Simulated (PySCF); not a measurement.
C3H5O2, SMILES CCO[C]=O, doublet (PBE0/def2-SVP optimised geometry):

```
10

C     -0.020     1.295     1.423
C     -0.354     0.859     0.019
O     -0.894    -0.489     0.000
C     -0.041    -1.476     0.000
O      1.146    -1.476     0.000
H      0.784     0.676     1.847
H     -0.902     1.228     2.077
H      0.325     2.340     1.416
H     -1.146     1.476    -0.426
H      0.531     0.881    -0.636
```

Calculation: PySCF 2.14.0 with unrestricted PBE0/def2-TZVP.

Task: What are the frontier orbital energies (α orbitals alone; a β orbital can be the lowest empty one) and the dipole moment?

Result: HOMO-2 -10.05 eV, HOMO-1 -9.42 eV, HOMO -6.71 eV, LUMO 0.17 eV, LUMO+1 1.28 eV; dipole moment 2.90 D.

On the same geometry unrestricted PBE/def2-TZVP run with PySCF 2.14.0 gives HOMO-2 -8.43 eV, HOMO-1 -7.91 eV, HOMO -5.10 eV, LUMO -0.99 eV, LUMO+1 0.47 eV; dipole moment 2.87 D.

Meta-Löwdin charges at PBE0/def2-TZVP: C1 -0.35, C2 0.00, O3 -0.30, C4 0.38, O5 -0.36, H6 0.13, H7 0.12, H8 0.13, H9 0.13, H10 0.12.
